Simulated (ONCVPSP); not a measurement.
# Which change was made? (Ni, ONCV)

Ni (Z = 28), optimised norm-conserving Vanderbilt (ONCV), made with ONCVPSP 4.0.1 (PBE, scalar-relativistic). Core [Ne], reference 3s2 3p6 3d8 4s1 (charge +1). Waves: 3s+4s: rc 1.15 bohr, ncon 4, nbas 7, qcut 11.2 1/bohr, 2 projectors; 3p: rc 0.85 bohr, ncon 4, nbas 8, qcut 10.1 1/bohr, 1 projector; 3d: rc 1.60 bohr, ncon 4, nbas 8, qcut 11.2 1/bohr, 1 projector. Local part: polynomial inside 0.85 bohr (lpopt 5, dvloc0 4 Ha). Core correction: none.

Cutoffs, loose and tight: the cutoffs (Ha) at which the residual kinetic energy of the hardest occupied pseudo-wave falls to 1 and 0.1 mHa per electron. They do not see the model core or the augmentation charge, which bear on the density cutoff. Test errors are all-electron minus pseudo excitation energies from the reference, over the configurations 3s2 3p6 3d8 4s2; 3s2 3p6 3d8 4s0; 3s2 3p6 3d7 4s0; 3s2 3p6 3d8 4s0 4p2; variants that change the core or the reference have their own tests.

The base gives: outcome: generated; cutoff, loose: 45 Ha; cutoff, tight: 166 Ha; bound ghosts: none; GHOST(+) flags above zero: none; largest test error (meV): +47.

Q: After one change the result is: outcome: generated; cutoff, loose: 45 Ha; cutoff, tight: 166 Ha; bound ghosts: none; GHOST(+) flags above zero: none; largest test error (meV): +5.0. Which change was it?
A. local potential polynomial inside 0.85 bohr (lpopt 5, dvloc0 -2 Ha)
B. local potential polynomial inside 0.85 bohr (lpopt 5, dvloc0 0 Ha)
C. local potential polynomial inside 0.85 bohr (lpopt 5, dvloc0 9 Ha)
D. local potential polynomial inside 0.85 bohr (lpopt 5, dvloc0 2.5 Ha)
E. local potential polynomial inside 0.85 bohr (lpopt 5, dvloc0 1 Ha)

A: C. The others give: local potential polynomial inside 0.85 bohr (lpopt 5, dvloc0 2.5 Ha) → outcome: generated; cutoff, loose: 45 Ha; cutoff, tight: 166 Ha; bound ghosts: none; GHOST(+) flags above zero: none; largest test error (meV): -40 | local potential polynomial inside 0.85 bohr (lpopt 5, dvloc0 -2 Ha) → outcome: generated; cutoff, loose: 45 Ha; cutoff, tight: 166 Ha; bound ghosts: none; GHOST(+) flags above zero: none; largest test error (meV): +32 | local potential polynomial inside 0.85 bohr (lpopt 5, dvloc0 0 Ha) → outcome: generated; cutoff, loose: 45 Ha; cutoff, tight: 166 Ha; bound ghosts: none; GHOST(+) flags above zero: none; largest test error (meV): +20 | local potential polynomial inside 0.85 bohr (lpopt 5, dvloc0 1 Ha) → outcome: generated; cutoff, loose: 45 Ha; cutoff, tight: 166 Ha; bound ghosts: none; GHOST(+) flags above zero: none; largest test error (meV): +10.
